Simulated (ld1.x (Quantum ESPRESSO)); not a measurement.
# Reading a pseudo-wave (F)

Columns: radius, all-electron u(r) and pseudo u(r) of the 2s shell (level -29.65 eV) of fluorine in the configuration [He] 2s2 2p5; LDA (PZ), scalar-relativistic, TM semilocal scheme, ld1.x (Quantum ESPRESSO) 7.5.

```csv
r (bohr),all-electron,pseudo
0.093,0.4523,-0.1037
0.185,0.2353,-0.2215
0.278,-0.1361,-0.3702
0.370,-0.4730,-0.5497
0.463,-0.7286,-0.7406
0.555,-0.8936,-0.8940
0.648,-0.9853,-0.9853
0.740,-1.0191,-1.0191
0.833,-1.0121,-1.0121
0.925,-0.9778,-0.9778
1.018,-0.9257,-0.9257
1.110,-0.8641,-0.8641
1.203,-0.7972,-0.7972
1.295,-0.7298,-0.7298
1.388,-0.6630,-0.6630
1.480,-0.5997,-0.5997
1.573,-0.5394,-0.5394
1.665,-0.4841,-0.4841
1.758,-0.4325,-0.4325
1.850,-0.3860,-0.3860
1.943,-0.3432,-0.3432
2.035,-0.3051,-0.3051
2.128,-0.2704,-0.2704
2.220,-0.2396,-0.2396
2.313,-0.2117,-0.2117
2.405,-0.1871,-0.1871
```

(1) How many radial nodes do the two functions have?

(2) At about which radius was the pseudo-wave matched?

(3) Where does each function peak?

(4) Is the pseudo-wave norm-conserving?

## Answers

(1) The all-electron 2s function has n − l − 1 = 1; the pseudo-wave has 0, since the states of the same l below it are removed with the core.

(2) 0.65 bohr. The columns agree to 0.0005 from 0.56 bohr on; several derivatives are matched, so the curves merge somewhat inside the radius.

(3) Outermost all-electron maximum near 0.74 bohr, pseudo maximum near 0.74 bohr (to the table’s step).

(4) Yes: the TM semilocal scheme keeps the norm inside the radius equal to the all-electron one, which fixes the energy derivative of the logarithmic derivative at the level.
